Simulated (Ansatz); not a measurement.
[GeH5]- (GeH₅⁻). The state is a triplet with charge -1. Geometry PBE0-D4/def2-TZVPD, that of the charge -1 singlet; atoms count from 1.

```xyz
6

Ge    0.000    0.000    0.000
H    -1.063   -1.294   -0.422
H     1.063    1.294    0.423
H     1.129   -1.048    0.370
H    -1.027    0.482    1.105
H    -0.101    0.566   -1.476
```

The highest occupied level of the charge -1 triplet lies above zero (up to 2.25 eV). By energy differences it is unbound by 0.92 eV (vertical, against the charge 0 doublet, at PBE0-D4/def2-TZVPD) and held by the finite basis. At PBE0-D4/def2-TZVPD a singlet of charge -1 lies 2.73 eV below the triplet at the same geometry.

Estimate the Mulliken populations from the PBE0/def2-TZVPD orbitals of Ansatz.


```
atom  charge (e)  spin (α − β)
 Ge1       -2.24          0.92
  H2        0.25          0.35
  H3        0.25          0.35
  H4        0.24          0.12
  H5        0.24          0.12
  H6        0.24          0.12
```
Mulliken values depend strongly on the basis. With diffuse functions, as here, like atoms can get unlike values, and bond orders can come out too low or too high.

Where does the spin sit?

Summed by element: Ge 0.92, H 1.08, of 2 unpaired in all. Largest on single atoms: Ge1 0.92, H2 0.35, H3 0.35.
